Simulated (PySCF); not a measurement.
B₃H₆N₃. Atoms are numbered in the order given.

```xyz
12

B      1.4488     0.0000     0.0000
N      0.7046     1.2204     0.0000
B     -0.7244     1.2547     0.0000
N     -1.4092     0.0000     0.0000
B     -0.7244    -1.2547     0.0000
N      0.7046    -1.2204     0.0000
H      2.6559     0.0000     0.0000
H      1.2111     2.0977     0.0000
H     -1.3280     2.3001     0.0000
H     -2.4222     0.0000     0.0000
H     -1.3280    -2.3001     0.0000
H      1.2111    -2.0977     0.0000
```

Coordinates come from a B3LYP-D3(BJ)/def2-SVP optimisation.

All values below come from M06-2X/def2-TZVP (PySCF).

ESP charges are fitted to the potential on shells at 1.4 to 2.0 van der Waals radii. Atomic charges (e):

| atom | IAO | ESP fit |
|---|---|---|
| B1 | 0.21 | (withheld) |
| N2 | -0.49 | (withheld) |
| B3 | 0.21 | (withheld) |
| N4 | -0.49 | (withheld) |
| B5 | 0.21 | (withheld) |
| N6 | -0.49 | (withheld) |
| H7 | -0.01 | (withheld) |
| H8 | 0.28 | (withheld) |
| H9 | -0.01 | (withheld) |
| H10 | 0.28 | (withheld) |
| H11 | -0.01 | (withheld) |
| H12 | 0.28 | (withheld) |

Complete the blanks. (Estimate from the structure and the level; the computed values follow.)


- B1, ESP fit: 0.49
- N2, ESP fit: -0.68
- B3, ESP fit: 0.48
- N4, ESP fit: -0.67
- B5, ESP fit: 0.48
- N6, ESP fit: -0.68
- H7, ESP fit: -0.14
- H8, ESP fit: 0.32
- H9, ESP fit: -0.13
- H10, ESP fit: 0.32
- H11, ESP fit: -0.13
- H12, ESP fit: 0.32

Computed Mayer and Wiberg (Löwdin basis) orders of the bonds:
```tsv
bond	Mayer	Wiberg
B1–N2	1.22	1.53
N2–B3	1.22	1.53
B3–N4	1.22	1.53
N4–B5	1.22	1.53
B1–N6	1.22	1.53
B5–N6	1.22	1.53
B1–H7	0.99	0.88
N2–H8	0.91	0.80
B3–H9	0.99	0.88
N4–H10	0.91	0.80
B5–H11	0.99	0.88
N6–H12	0.91	0.80
```
